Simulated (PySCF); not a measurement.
Working out the ionisation energy of S(2+)

S(2+) [Ne] 3s2 3p2 (3P) → S(3+) [Ne] 3s2 3p1 (2P). Calculation: PySCF 2.14, in x2c-QZVPPall (9s6p4d2f1g, 70 functions); the spin-free X2C one-electron Hamiltonian (Gaussian nucleus). Frozen: 1s2. Energies in hartree (1 hartree = 27.21139 eV):

| part | S(2+) (lower) | S(3+) (upper) |
| --- | --- | --- |
| UHF | -397.424323 | -396.169309 |
| CCSD correlation | -0.275073 | -0.254025 |
| (T) | -0.004325 | -0.003027 |

Task: What does Hartree-Fock give?

Result: (-396.169309) − (-397.424323) = 1.255014 hartree = 34.151 eV.

Task: What do CCSD and CCSD(T) give?

Result: The CCSD correlation energies differ by 0.021048 hartree = 0.573 eV and the triples by 0.001298 hartree = 0.035 eV, so CCSD gives 34.724 eV and CCSD(T) 34.759 eV.

A first-order spin-orbit estimate adds -0.009 eV to CCSD(T) (valence and next inner shell), giving 34.750 eV against 34.86 ± 0.04 eV (semi-empirical (NIST evaluation); NIST Atomic Spectra Database, ionization energies).

What remains against the reference includes basis incompleteness, the frozen core and higher excitations.
